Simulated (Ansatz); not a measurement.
Consider the formal exchange of groups at the Si–Si bond: `N[SiH]([SiH3])CCl` + `C=O` → `N[SiH](C=O)CCl` + SiH₄.

Isolated molecules relaxed with PBE0-D4/def2-TZVP in Ansatz; ΔE leaves out vibrations. CCSD(T)/CBS is the MP2 limit (def2-TZVPP, def2-QZVPP) plus CCSD(T) − MP2 in def2-TZVPP, frozen cores. This one scheme is used for every species. DFT in def2-TZVPP. Each species was taken in one conformer, which may not be the lowest.

`N[SiH]([SiH3])CCl`:

Z-matrix (Å, degrees):
```
Si
Si 1 2.345
C 1 1.894 2 108.5
N 1 1.716 2 109.4 3 -124.3
H 1 1.487 2 111.8 3 116.7
H 2 1.492 1 109.5 3 53.1
H 2 1.485 1 112.3 3 -67.6
H 2 1.489 1 109.6 3 171.3
Cl 3 1.789 1 108.3 2 57.0
H 3 1.091 1 112.5 2 -61.6
H 3 1.091 1 112.4 2 175.6
H 4 1.005 1 123.0 2 41.3
H 4 1.006 1 122.5 2 -157.6
```

`C=O`:

```xyz
4

C    -0.004    0.003    0.000
O     0.964   -0.699    0.002
H    -0.030    0.970    0.542
H    -0.930   -0.273   -0.544
```

`N[SiH](C=O)CCl`:

Z-matrix (Å, degrees):
```
Si
C 1 1.925
N 1 1.701 2 103.1
C 1 1.884 2 107.7 3 -120.4
H 1 1.488 2 110.7 3 123.7
O 2 1.209 1 119.6 3 -2.8
H 2 1.113 1 121.1 3 176.2
H 3 1.009 1 117.0 2 2.9
H 3 1.004 1 124.8 2 155.6
Cl 4 1.790 1 107.4 2 -63.2
H 4 1.090 1 112.3 2 55.2
H 4 1.091 1 113.0 2 178.2
```

SiH₄:

```xyz
5

Si    0.000    0.000    0.000
H     1.446   -0.150   -0.302
H    -0.793   -0.799   -0.968
H    -0.383    1.430   -0.109
H    -0.271   -0.481    1.378
```

**Question.** Is it downhill or uphill in electronic energy at CCSD(T)/CBS, and by how much? (Best estimate.)

**Answer.** The calculation gave: Uphill: ΔE = +5.0 kJ/mol.

**Question.** What do these levels give: PBE-D4, r2SCAN-D4, PBE0-D4, ωB97M-V, PBE, r2SCAN, MP2/def2-TZVPP, CCSD(T)/def2-TZVPP, HF/def2-QZVPP, MP2/def2-QZVPP, SCS-MP2/def2-QZVPP, CCSD/CBS(def2)? (Estimate.)

**Answer.** The calculation gave: PBE-D4 11.5, r2SCAN-D4 4.4, PBE0-D4 12.1, ωB97M-V -1.4, PBE 9.8, r2SCAN 4.0, MP2/def2-TZVPP 2.3, CCSD(T)/def2-TZVPP 4.2, HF/def2-QZVPP -1.4, MP2/def2-QZVPP 2.8, SCS-MP2/def2-QZVPP 1.1, CCSD/CBS(def2) 5.0 kJ/mol.

Largest T1 diagnostic among the species: 0.015.

In def2-TZVPP, CCSD(T) changes the Hartree–Fock value by +5.5 kJ/mol (the triples alone add +0.0 kJ/mol) and MP2 by +3.6 kJ/mol.
